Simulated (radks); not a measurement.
Results of a calculation; reference values are marked as such.
Level of theory: scalar-relativistic Kohn-Sham, LDA (Slater exchange, Perdew-Wang correlation), spin-polarised, spherical densities, finite nucleus; open shells are filled with parallel spins first (spin-orbit coupling, left out, can overturn this in heavy ions); Fermi nuclear charge, rms radius of each element as measured or else 0.836 A^(1/3) + 0.57 fm (a radial shooting solver on a logarithmic mesh with Libxc functionals). Response by self-consistent Sternheimer equations with the Hartree and adiabatic LDA kernel, the relativistic mass of each level held fixed and spin-orbit coupling left out. For heavy and open-shell atoms this level of theory can miss by tens of per cent. Rank Gd+, Se, Kr, K, N+, Eu+, C (NIST ground configurations) by static dipole polarisability, largest first.

Answer. K 255.3, Eu+ 71.49, Gd+ 63.95, Se 27.59, Kr 18.08, C 13.38, N+ 3.884 bohr^3.
